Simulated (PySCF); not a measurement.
**Nitrogen: a sound run and one with changed settings**

Sound run: N⁺ [He] 2s2 2p2, N²⁺ [He] 2s2 2p1. Computed with PySCF 2.14 in aug-cc-pVDZ (4s3p2d, 23 functions), with no relativity, point nucleus. In the sound run the correlated levels freeze 1s2. The sound run starts from symmetry-adapted Hartree-Fock orbitals and uses a fine grid where one is needed.

A second run was set up differently.

```csv
species,method,sound run (hartree),changed run (hartree),converged
N⁺,UHF,-53.88126,-53.24264,yes
N⁺,M06-L,-54.04573,-53.37747,yes
N⁺,LDA,-53.56872,-52.91058,yes
N⁺,MP2,-53.93610,-53.25331,yes
N⁺,CCSD(T),-53.95937,-53.26332,yes
N²⁺,UHF,-52.80727,-52.12682,yes
N²⁺,M06-L,-52.94822,-52.23903,yes
N²⁺,LDA,-52.46306,-51.77311,yes
N²⁺,MP2,-52.85338,-52.14900,yes
N²⁺,CCSD(T),-52.88250,-52.16878,yes
```

Ionisation energy of N⁺:

```json
{"method": "UHF", "sound run (eV)": "29.225", "changed run (eV)": "30.363"}
{"method": "M06-L", "sound run (eV)": "29.865", "changed run (eV)": "30.979"}
{"method": "LDA", "sound run (eV)": "30.087", "changed run (eV)": "30.952"}
{"method": "MP2", "sound run (eV)": "29.462", "changed run (eV)": "30.050"}
{"method": "SCS-MP2", "sound run (eV)": "29.358", "changed run (eV)": "29.987"}
{"method": "CCSD", "sound run (eV)": "29.295", "changed run (eV)": "29.784"}
{"method": "CCSD(T)", "sound run (eV)": "29.303", "changed run (eV)": "29.784"}
```

What was changed?
A. basis contracted for another Hamiltonian
B. minimal basis
C. angular grid far too coarse
D. level shift left on

B. It used basis STO-3G. A minimal basis cannot let orbitals breathe on ionisation and holds almost no correlation.
